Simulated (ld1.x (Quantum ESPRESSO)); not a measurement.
## Au (Z = 79) ultrasoft: all-electron and pseudo phase curves

```
Element                 : gold (Au)
Generator               : ld1.x (Quantum ESPRESSO) 7.5
Type                    : ultrasoft
Functional              : LDA (PZ)
Relativity              : scalar-relativistic
Frozen core             : [Xe] 4f14
Valence charge          : 11
Reference configuration : 5d10 6s1 6p0
Partial waves           : 6s (bound): rcut 1.65, rcutus 2.00 bohr; 6s channel at 1.35 Ry: rcut 1.65, rcutus 2.00 bohr; 6p (bound, empty): rcut 3.10, rcutus 3.60 bohr; 6p channel at 0.7 Ry: rcut 3.10, rcutus 3.60 bohr; 5d (bound): rcut 1.60, rcutus 1.80 bohr; 5d channel at 3.25 Ry: rcut 1.60, rcutus 1.80 bohr
Local potential         : all-electron potential smoothed inside 1.80 bohr (lloc = -2)
Core correction         : none
Augmentation charge     : built from norm-conserving waves at rcut, not smoothed further
```

The phase is arctan(r·u′/u) with u = r·R(r), unwrapped; energies in Ry, scanned from -3 to 5 Ry. A pole is an energy at which the radial function vanishes at the test radius. The pseudo phase is shifted by a multiple of π to meet the all-electron one at the reference energy, and phase errors are pseudo minus all-electron; the curves can meet again beyond the range given. Levels narrower than the energy grid can be missing from the lists of poles.

```csv
channel,radius (bohr),reference energy (Ry),"poles, all-electron","poles, pseudo",unbroken range about the reference energy with phases within 0.05 rad,phase error 1 Ry above the reference energy (rad)
s,3.90,-0.45,"-0.15, 3.13","-0.15, 3.14",the whole range,+0.000
p,3.90,-0.07,"0.66, 4.23","0.66, 3.00",below 1.8,-0.000
d,3.90,-0.52,"-0.49, 2.06","-0.49, 1.21, 2.51",below 0.5,-0.046
```

A Bessel basis up to 400 Ry misses an occupied level by 0.52 Ry, so cutoffs and ghosts were not judged.

Phases in the s channel:

| E (Ry) | all-electron | pseudo |
| --- | --- | --- |
| -3.00 | 1.412 | 1.412 |
| -2.52 | 1.395 | 1.395 |
| -2.04 | 1.369 | 1.369 |
| -1.56 | 1.325 | 1.325 |
| -1.08 | 1.221 | 1.221 |
| -0.60 | 0.190 | 0.190 |
| -0.12 | -1.592 | -1.592 |
| 0.36 | -1.781 | -1.780 |
| 0.84 | -2.040 | -2.039 |
| 1.32 | -3.380 | -3.379 |
| 1.80 | -4.398 | -4.398 |
| 2.28 | -4.589 | -4.589 |
| 2.76 | -4.670 | -4.670 |
| 3.24 | -4.723 | -4.723 |
| 3.72 | -4.769 | -4.768 |
| 4.20 | -4.822 | -4.822 |
| 4.68 | -4.910 | -4.910 |
